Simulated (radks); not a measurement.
Effect of the nuclear size on the silver ion Ag+, [Kr] 4d10. All-electron calculation, Dirac Kohn-Sham, BLYP, spin-unpolarised, spherical densities, finite nucleus; Fermi nuclear charge, rms radius 4.5454 fm. Program: a radial shooting solver on a logarithmic mesh with Libxc functionals. The rms radius is varied about that value; shifts are against it.

| rms radius (fm) | total energy shift (eV) | density at nucleus (e/bohr^3) | 1s1/2 shift (meV) | 2s1/2 shift (meV) | 4s1/2 shift (meV) | 5s1/2 (empty) shift (meV) |
|---|---|---|---|---|---|---|
| 3.9363 | -0.708 | 1.486e+05 | -298 | -33.3 | -1.20 | -0.107 |
| 4.3818 | -0.199 | 1.465e+05 | -83.6 | -9.36 | -0.337 | -0.030 |
| 4.5454 | 0 | 1.457e+05 | 0.000 | 0.000 | 0.000 | 0.000 |
| 4.9636 | 0.536 | 1.44e+05 | 226 | 25.3 | 0.910 | 0.081 |
| 5.3999 | 1.14 | 1.424e+05 | 480 | 53.7 | 1.93 | 0.172 |

Slopes of the eigenvalues against <r^2> in GHz/fm^2, as finite differences over the two radii next to the reference (eigenvalue slopes, not the field-shift constants of lines): 1s1/2 13800, 2s1/2 1540, 4s1/2 55.4, 5s1/2 (empty) 4.94.
